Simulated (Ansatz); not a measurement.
Molecule: dichloro(fluoro)borane, sum formula BCl2F, net charge 0, singlet state. 
Geometry from a B3LYP-D3(BJ)/def2-TZVP (Ansatz, an electronic-structure program) optimisation:
SMILES: FB(Cl)Cl
```xyz
4

B     -0.0055     0.3570     0.0037
F     -0.0258     1.6710     0.0174
Cl    -1.5169    -0.5180    -0.0381
Cl     1.5322    -0.4717     0.0278
```
Charge 0, spin multiplicity 1.

Parts of the frozen-core correlation energy in STO-3G (Ansatz, hartree). Frozen orbitals: 12; correlated occupied orbitals by spin: 12 and 12; virtual: 4 and 4. No spin-orbit coupling. No relativistic terms.

```csv
term,value
reference (HF),-1031.71446
MP2 opposite-spin,-0.05926
MP2 same-spin,___
CCSD correlation,___
(T),___
FCI minus CCSD(T),-0.00041
T1 diagnostic,0.014
largest doubles amplitude,0.062
```

Q: Fill in the missing entries.

A: 
- MP2 same-spin, value: -0.01790
- CCSD correlation, value: -0.08833
- (T), value: -0.00604
